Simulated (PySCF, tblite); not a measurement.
A set of runs on `[F][Ge@H]1[CH2]CC[Se]1`; the geometry of each is named by its level. Settings lines and outputs come from a driver script.

Species: C3H7FGeSe.
SMILES with atom numbers: `[F:1][Ge@H:2]1[CH2:3][CH2:4][CH2:5][Se:6]1` (hydrogens: H7 on Ge2; H8, H9 on C3; H10, H11 on C4; H12, H13 on C5)

Step 1: GFN2-xTB geometry optimisation, gas phase (tblite 0.8.0) (from a force-field or distance-geometry start)
```json
{"job": {"kind": "relax", "xc": "GFN2-xTB", "basis": "xTB"}, "charge": 0, "multiplicity": 1}
```
```
step      E/eV     max force
  0    -541.17756    1.794
  1    -541.27900    0.749
  2    -541.31511    0.459
...
 53    -541.41598    0.016
 54    -541.41600    0.015
 55    -541.41602    0.012
 56    -541.41603    0.011
 57    -541.41604    0.008
```

Energy lowered by 5.5 kcal/mol over 57 steps; largest atomic force 0.008 eV/Å at the end. «max force» is the largest atomic force in eV/Å.

Hardware: Arm Neoverse N1, one thread, shared host with 64 logical CPUs at a one-minute load of 60. Cost: 0.55 s wall.

Step 2: GFN2-xTB harmonic vibrations, gas phase (tblite 0.8.0) (on the GFN2-xTB geometry)
```json
{"job": {"kind": "ir", "xc": "GFN2-xTB", "basis": "xTB"}, "charge": 0, "multiplicity": 1}
```
```
(table of modes left out)
```

33 modes from 68 to 3000 cm⁻¹ (unscaled, harmonic); zero-point energy 56.8 kcal/mol; all wavenumbers are real at this level.

The run took 0.65 s of wall time on an Arm Neoverse N1 with one thread, shared host with 64 logical CPUs at a one-minute load of 60.

Step 3: TDDFT wB97X-D/def2-SVPD, vertical, gas phase, core orbitals frozen in the response (PySCF 2.14.0, density-fitted response routines) (on the GFN2-xTB geometry)
```json
{"job": {"kind": "uv", "xc": "wB97X-D", "basis": "def2-SVPD", "nstates": 8, "ntriplets": 3}, "charge": 0, "multiplicity": 1}
```
```
...
Static polarisability (au): isotropic 89.893, principal 73.766 96.441 99.471
Singlet excitations
state   eV       nm        f      main configurations
  1   4.9771    249.1   0.00328   H->L 0.88
  2   5.6577    219.1   0.01537   H->L+1 0.92
  3   6.2070    199.7   0.02244   H->L+2 0.69, H->L+3 0.13
  4   6.8350    181.4   0.04179   H->L+3 0.59, H->L+2 0.17, H-1->L 0.09
  5   6.9591    178.2   0.03722   H-1->L 0.52, H-1->L+1 0.22
  6   7.2415    171.2   0.07368   H->L+4 0.71, H-1->L+1 0.15
  7   7.4494    166.4   0.07163   H-1->L+2 0.26, H-1->L+1 0.18, H->L+5 0.16
  8   7.5234    164.8   0.01135   H-1->L+2 0.25, H->L+6 0.18, H-1->L+3 0.13
Triplet excitations (Tamm-Dancoff, eV): 4.5882 5.1341 5.8134
```

HOMO -8.69 eV, LUMO 1.19 eV; lowest singlet 4.98 eV; lowest triplet 4.59 eV (Tamm–Dancoff); mean polarisability 89.9 au.

Time: 1.8 min wall (with the writing of density and orbital grids); peak memory 0.94 GiB. Hardware: Arm Neoverse N1, one thread, no GPU, shared host.

Geometry of the electronic-property runs (GFN2-xTB):
```
atom  x, y, z in Å
F1     2.871   -0.404   -0.708
Ge2    1.632   -0.206    0.551
C3     0.257    1.077   -0.155
C4    -0.871    0.214   -0.704
C5    -1.285   -0.860    0.290
Se6    0.240   -2.071    0.731
H7     2.561    0.177    1.702
H8    -0.099    1.711    0.658
H9     0.686    1.712   -0.927
H10   -0.546   -0.263   -1.633
H11   -1.746    0.830   -0.932
H12   -2.071   -1.495   -0.117
H13   -1.633   -0.421    1.226
```

 (This holds for the electronic-property runs.)

One conformer stands for the species.

Note: wB97X-D ran without an empirical dispersion term, which enters the total energy and its gradient alone.
